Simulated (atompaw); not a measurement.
**Rh: one change to a PAW (atompaw) potential, before and after**

```json
{"Element": "rhodium", "Generator": "atompaw 4.2.0.5", "Type": "PAW", "Functional": "PBEsol", "Relativity": "scalar-relativistic", "Frozen core": "[Ar] 3d10 4s2", "Valence charge": "15", "Reference configuration": "4p6 4d8 5s1 5p0", "Partial waves": "5s (bound); 5s channel at 1.15 Ry; 4p (bound); 5p (bound, empty); 4d (bound); 4d channel at 0.3 Ry", "Local potential": "troulliermartins scheme with l = 3 at -0.5 Ry, radius 2.35 bohr", "Core correction": "smooth core density matched at 2.85 bohr", "Augmentation charge": "sinc compensation charge, radius 2.95 bohr; PAW radius 3.00 bohr; waves and projectors: bloechl"}
```

Change: all radii scaled by about 1.29 (s 3.88, p 2.06, d 3.88 bohr); local potential troulliermartins scheme with l = 3 at -0.5 Ry, radius 3.04 bohr; augmentation sinc compensation charge, radius 3.82 bohr; PAW radius 3.88 bohr; waves and projectors: bloechl; core correction smooth core density matched at 3.68 bohr.

Cutoffs: the cutoffs (Ry, on a coarse ladder) from which the occupation-weighted sum of valence levels, in a spherical-Bessel basis at the reference potential, stays within 10 and 1 mRy of its value at 400 Ry; they do not see the model core or the augmentation charge, which bear on the density cutoff.

Question: What does the change do?

Answer: The potential gets softer (35 Ry and 50 Ry → 18 Ry and 21 Ry); the bound ghost in s disappears. A larger radius leaves more room for a smooth pseudo-wave, so fewer plane waves are needed.

| quantity | base | changed |
| --- | --- | --- |
| cutoff, loose | 35 Ry | 18 Ry |
| cutoff, tight | 50 Ry | 21 Ry |
| loose cutoff by channel (10 mRy a level) | s 6 Ry, p 25 Ry, d 30 Ry | s 6 Ry, p 12 Ry, d 12 Ry |
| bound ghosts | s | none |
| lowest overlap eigenvalue by channel | s 0.14, p 0.93, d 1.00 | s 0.27, p 1.00, d 1.00 |

 A true bound ghost makes a file unfit for plane-wave use even where its test errors are small: the radial tests pick states by their node count and pass the ghost by. The cutoffs see the waves, projectors and local potential, not the compensation charge or the core.
